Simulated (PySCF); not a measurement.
# Two-component Hartree-Fock for Se (selenium, neutral)

Start: [Ar] 3d10 4s2 4p4; 4p1/2 filled at m_j = +1/2; 4p3/2 filled at m_j = -1/2, +1/2, +3/2. Calculated with PySCF 2.14 in x2c-SVPall-2c with one added diffuse shell each of s, p, d type (6s7p4d, 47 functions): generalised Hartree-Fock with the X2C-1e Hamiltonian and a Gaussian nucleus; one run each with spin-orbit coupling (SO) switched off, then screened by Boettger's factors. This is a chosen level, not necessarily the ground level.

```json
{"spinor shell": "1s1/2", "electrons": "2", "ε, spin-free (eV)": "-12733.0", "ε, screened SO (eV)": "-12732.7", "weight of nominal j (screened SO)": "1.000", "rms radius, screened SO (bohr)": "0.0508"}
{"spinor shell": "2s1/2", "electrons": "2", "ε, spin-free (eV)": "-1695.6", "ε, screened SO (eV)": "-1695.5", "weight of nominal j (screened SO)": "1.000", "rms radius, screened SO (bohr)": "0.212"}
{"spinor shell": "2p1/2", "electrons": "2", "ε, spin-free (eV)": "-1486.8", "ε, screened SO (eV)": "-1515.5", "weight of nominal j (screened SO)": "1.000", "rms radius, screened SO (bohr)": "0.187"}
{"spinor shell": "3s1/2", "electrons": "2", "ε, spin-free (eV)": "-250.74", "ε, screened SO (eV)": "-250.67", "weight of nominal j (screened SO)": "1.000", "rms radius, screened SO (bohr)": "0.613"}
{"spinor shell": "3p1/2", "electrons": "2", "ε, spin-free (eV)": "-182.99", "ε, screened SO (eV)": "-187.33", "weight of nominal j (screened SO)": "0.999", "rms radius, screened SO (bohr)": "0.629"}
{"spinor shell": "3p3/2", "electrons": "4", "ε, spin-free (eV)": "-182.99", "ε, screened SO (eV)": "-180.80", "weight of nominal j (screened SO)": "1.000", "rms radius, screened SO (bohr)": "0.639"}
{"spinor shell": "3d3/2", "electrons": "4", "ε, spin-free (eV)": "-70.734", "ε, screened SO (eV)": "-71.280", "weight of nominal j (screened SO)": "0.985", "rms radius, screened SO (bohr)": "0.696"}
{"spinor shell": "3d5/2", "electrons": "6", "ε, spin-free (eV)": "-70.734", "ε, screened SO (eV)": "-70.267", "weight of nominal j (screened SO)": "0.990", "rms radius, screened SO (bohr)": "0.698"}
{"spinor shell": "4s1/2", "electrons": "2", "ε, spin-free (eV)": "-23.433", "ε, screened SO (eV)": "-23.403", "weight of nominal j (screened SO)": "0.999", "rms radius, screened SO (bohr)": "1.98"}
{"spinor shell": "4p3/2", "electrons": "3", "ε, spin-free (eV)": "-11.015", "ε, screened SO (eV)": "-11.578", "weight of nominal j (screened SO)": "0.618", "rms radius, screened SO (bohr)": "2.46"}
{"spinor shell": "4p1/2", "electrons": "1", "ε, spin-free (eV)": "-11.015", "ε, screened SO (eV)": "-9.359", "weight of nominal j (screened SO)": "0.634", "rms radius, screened SO (bohr)": "2.57"}
```

(1) Where does 2p3/2 lie, and what is the 2p spin-orbit splitting (screened SO)?

```tsv
quantity	spin-free	screened SO
E (hartree)	-2427.62545	-2427.72600
M_J	2	2
⟨J²⟩	6.011	6.015
⟨L²⟩	2.006	2.073
⟨S²⟩	2.005	1.975
```

Each row is a mean over spinors that exchange with the open shell spreads, by up to 5.188 eV (4s1/2).

Rows whose weight is well below 1 are mixtures of j = l ± 1/2: exchange outweighs spin-orbit coupling there, and the label is only the starting occupation.

Without spin-orbit coupling the j labels of p, d and f shells carry no meaning; the spin-free column gives the mean over the occupied spinors of each nl shell.

Results:

(1) At -1472.9 eV, 42.642 eV above 2p1/2.
